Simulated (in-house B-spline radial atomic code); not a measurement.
Re⁺. Computed with a B-spline radial atomic code. Model: non-relativistic spherical atom: semilocal Troullier-Martins pseudo-atom, one channel per l, against all electrons, high spin, G0W0 and RPA with empty states to l = 8, local potential for every l without a channel, a model core (radius 0 = none) keeps its share of the functional.

Without relativity these are model numbers for so heavy an element.

What the tables leave out is listed at the end.

The pseudopotential gives back the lowest level of each angular momentum of its own functional in the configuration it was made in; a second state of the same l is only approximately right. Exact exchange, RPA and GW see the smooth pseudo-orbitals and miss the exchange with the core, for which the functional's share stands in. The column with an uncorrelated core keeps all orbitals and exact exchange, and so separates missing core correlation from pseudisation. Only the three outermost levels and the lowest empty one were computed. RPA here is direct RPA, with no exchange kernel, and its energies carry an (l + 1/2)⁻⁴ tail. A hybrid on a potential with a model core restores only its own semilocal share of the core's exchange.

Command:
```bash
python run_psgw.py task.json out
```
Settings (lengths in bohr, energies in hartree):
```
Z                      75
electrons              74
configuration          [Xe] 4f14 5d5 6s1
generated_in           [Xe] 4f14 5d5 6s2
functional             pbe,pbe
core_shells            10
radius_factor          1.3
core_correction        False
ion_configuration      [Xe] 4f14 5d5
```

Run time, properties included: 2.3 min on 1 thread of Arm Neoverse N1 (shared host).

Given: made with PBE; model core radius 0 bohr; local radius 1.739 bohr; mean-field start PBE.

Valence shells of the generating configuration: 4f, 5p, 5d, 6s.

Channel: s 3.4, p 1.446, d 1.804, f 1.807 (radii in bohr).

Computed: largest level miss in the spin-unpolarised generating configuration 0 eV; valence RPA correlation energy pseudo -2.453 hartree; all-electron RPA polarisability, core included 29.493 bohr³; pseudo-atom RPA polarisability 28.998 bohr³; ionisation by mean-field all-electron 15.06 eV; ionisation by RPA all-electron 15.283 eV; ionisation by RPA pseudo minus all 1.233 eV.

| level | occupied | mean-field all-electron (eV) | mean-field pseudo minus all (eV) | G0W0 all-electron (eV) | G0W0 uncorrelated core minus all (eV) | G0W0 pseudo minus all (eV) | exchange self-energy all-electron (eV) | exchange self-energy pseudo (eV) |
| --- | --- | --- | --- | --- | --- | --- | --- | --- |
| 6s up | 1 | -11.741 | -0.046 | -15.391 | -0.029 | -1.171 | -12.298 | -13.235 |
| 5d up | 1 | -15.189 | 0.003 | -20.382 | -0.053 | -0.012 | -28.568 | -26.978 |
| 5d down (empty) | 0 | -11.546 | 0.224 | -7.8731 | 0.035 | 0.216 | -10.975 | -9.108 |

(1) What is the valence RPA correlation energy all-electron orbitals?

(2) What is the ionisation by mean-field pseudo minus all?

Given: mean-field start PBE0.

Computed: all-electron RPA polarisability, core included 25.969 bohr³; pseudo-atom RPA polarisability 23.256 bohr³; ionisation by mean-field all-electron 14.77 eV; ionisation by mean-field pseudo minus all 0.567 eV; ionisation by RPA all-electron 15.142 eV; ionisation by RPA pseudo minus all 1.359 eV.

```
          level  occupied  mean-field all-electron (eV)  mean-field pseudo minus all (eV)  G0W0 all-electron (eV)  G0W0 uncorrelated core minus all (eV)  G0W0 pseudo minus all (eV)  exchange self-energy all-electron (eV)  exchange self-energy pseudo (eV)
          6s up         1                       -12.367                            -0.462                 -15.276                                 -0.027                      -1.309                                 -12.136                           -13.944
          5d up         1                       -16.839                             0.009                 -20.707                                 -0.057                       0.125                                 -28.787                           -27.569
        5p down         ?                             ?                                 ?                       ?                                      ?                           ?                                       ?                                 ?
5d down (empty)         0                       -9.8332                             0.261                  -7.344                                   0.04                       0.495                                 -10.372                           -8.7979
```

(3) What belongs in the row 5p down?

(4) What is the valence RPA correlation energy pseudo?

(5) What is the valence RPA correlation energy all-electron orbitals?

Given: mean-field start Hartree-Fock.

Computed: valence RPA correlation energy pseudo -2.2101 hartree; pseudo-atom RPA polarisability 13.714 bohr³; ionisation by mean-field all-electron 13.658 eV; ionisation by mean-field pseudo minus all 2.289 eV; ionisation by RPA all-electron 14.824 eV; ionisation by RPA pseudo minus all 1.476 eV.

| level | occupied | mean-field all-electron (eV) | mean-field pseudo minus all (eV) | G0W0 all-electron (eV) | G0W0 uncorrelated core minus all (eV) | G0W0 pseudo minus all (eV) | exchange self-energy all-electron (eV) | exchange self-energy pseudo (eV) |
| --- | --- | --- | --- | --- | --- | --- | --- | --- |
| 6s up | 1 | -13.844 | -2.411 | -14.994 | -0.02 | -1.353 | -11.448 | -16.458 |
| 5d up | 1 | -21.14 | -0.281 | -21.25 | -0.049 | 0.835 | -29.034 | -29.046 |
| 5p down | ? | ? | ? | ? | ? | ? | ? | ? |
| 6s down (empty) | 0 | -5.1958 | -0.15 | -6.4098 | -0.004 | 0.172 | -0.8819 | -1.0791 |

(6) What belongs in the row 5p down?

(7) What is the all-electron RPA polarisability, core included?

(8) What is the valence RPA correlation energy all-electron orbitals?

Answers

(1) -1.8136 hartree.

(2) 0.085 eV.

(3) occupied: 1; mean-field all-electron (eV): -51.592; mean-field pseudo minus all (eV): 1.155; G0W0 all-electron (eV): -55.773; G0W0 uncorrelated core minus all (eV): -0.752; G0W0 pseudo minus all (eV): 0.949; exchange self-energy all-electron (eV): -38.255; exchange self-energy pseudo (eV): -30.958.

(4) -2.3849 hartree.

(5) -1.7426 hartree.

(6) occupied: 1; mean-field all-electron (eV): -56.919; mean-field pseudo minus all (eV): 4.136; G0W0 all-electron (eV): -56.581; G0W0 uncorrelated core minus all (eV): -0.718; G0W0 pseudo minus all (eV): 2.327; exchange self-energy all-electron (eV): -37.842; exchange self-energy pseudo (eV): -30.829.

(7) 20.617 bohr³.

(8) -1.5672 hartree.

Among the listed levels the largest G0W0 shift of the pseudo-atom is +2.33 eV, for 5p down on the Hartree-Fock start, while leaving the core uncorrelated moves that level by -0.72 eV. So pseudisation and the lost core exchange, not the missing core correlation, make the error. Not in the tables (levels of low weight, unsolved or above zero; the highest and the empty levels are kept at any weight): on PBE the G0W0 levels 5p down (pseudo minus all +0.50 eV, weights 0.73 and 0.72).
